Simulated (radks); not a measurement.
Results of a calculation; reference values are marked as such.
Hg3+, configuration [Xe] 4f14 5d8.5 6s0.5 (fractional occupations, a model configuration).

Code: a radial shooting solver on a logarithmic mesh with Libxc functionals. Model: scalar-relativistic Kohn-Sham, PBEsol, spin-unpolarised, spherical densities, finite nucleus; Fermi nuclear charge, rms radius 5.4648 fm.

Energy parts (eV):
part                       energy
total                  -533616.81
kinetic                 598600.27
electron-nucleus      -1326399.49
Hartree                 204079.43
exchange-correlation     -9897.02

Orbitals (lengths in bohr, moments of r in powers of bohr; <r^-3> diverges for s and p1/2):
\begin{tabular}{lrrrr}
orbital & occ. & eigenvalue (eV) & <r^4> & <r^-3> \\ \hline
1s & 2 & -83143.59 & 3.999e-07 & - \\
2s & 2 & -14767.64 & 0.00005830 & - \\
2p & 6 & -12745.99 & 0.00004762 & 26770 \\
3s & 2 & -3532.305 & 0.002103 & - \\
3p & 6 & -2947.893 & 0.002321 & 6151 \\
3d & 10 & -2331.413 & 0.001783 & 758.9 \\
4s & 2 & -804.8561 & 0.04674 & - \\
4p & 6 & -613.1387 & 0.06258 & 1492 \\
4d & 10 & -385.2961 & 0.08574 & 161.6 \\
4f & 14 & -132.6266 & 0.1583 & 31.75 \\
5s & 2 & -154.4518 & 1.183 & - \\
5p & 6 & -102.4898 & 2.140 & 264.7 \\
5d & 8.5 & -44.0406 & 7.853 & 17.83 \\
6s & 0.5 & -34.9435 & 42.18 & - \\
\end{tabular}

The highest occupied level is 6s at -34.943 eV. Summed over all electrons, <r^2> = 38.68 bohr^2, which gives a Langevin (diamagnetic) susceptibility term of -30.6 x 10^-6 cm^3/mol. The electron density at the nucleus is 2.497e+06 e/bohr^3 (large components only). The density falls to 0.001 e/bohr^3 at r = 3.37 bohr.
